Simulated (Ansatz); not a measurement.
The cluster Ge₄O₁₀H₄. Total charge 0; singlet. Geometry PBE-D4/def2-SVP.

```xyz
18

Ge    0.0706    1.7065    1.5460
Ge    1.3806    1.1391   -1.6690
Ge   -2.4173    0.1712   -1.5778
Ge   -0.3295   -1.4840    0.6970
O     0.7074    0.7066    2.9809
O    -2.2349    0.7731    0.2380
O    -0.5572   -3.0291    1.2494
O    -1.1619    1.2151   -2.5216
O    -1.0385   -1.2921   -1.0897
O    -0.1797    2.0330   -1.7953
O    -1.1838    0.2329    1.1051
O     1.3729    0.6358    0.1596
O     0.3154   -0.7094    2.9340
O     1.3895   -0.8253    0.3335
H     1.2005   -1.1352    2.9923
H     1.4665   -0.1521   -2.4926
H     2.5042    2.1995   -1.6990
H    -1.3050   -2.1857   -1.3910
```

The structure holds 4 bonds between oxygen atoms, so isomers without such links may lie far lower. Another isomer (singlet) lies 8.58 eV lower at PBE0-D4/def2-SVP; other spin states weren't run for this one.

Estimate the orbital energies around the gap (eV) in Ansatz with PBE-D4/def2-SVP, r2SCAN-D4/def2-SVP, PBE0-D4/def2-SVP.


```csv
orbital,PBE-D4/def2-SVP,r2SCAN-D4/def2-SVP,PBE0-D4/def2-SVP
HOMO−5,-6.66,-7.16,-8.44
HOMO−4,-6.55,-7.02,-8.33
HOMO−3,-6.38,-6.83,-8.14
HOMO−2,-6.16,-6.56,-7.69
HOMO−1,-6.07,-6.48,-7.64
HOMO,-5.93,-6.33,-7.38
LUMO,-3.26,-3.19,-2.32
LUMO+1,-2.92,-2.83,-1.94
LUMO+2,-2.54,-2.40,-1.49
LUMO+3,-1.95,-1.77,-0.82
LUMO+4,-1.55,-1.40,-0.54
LUMO+5,-1.18,-0.96,-0.28
```
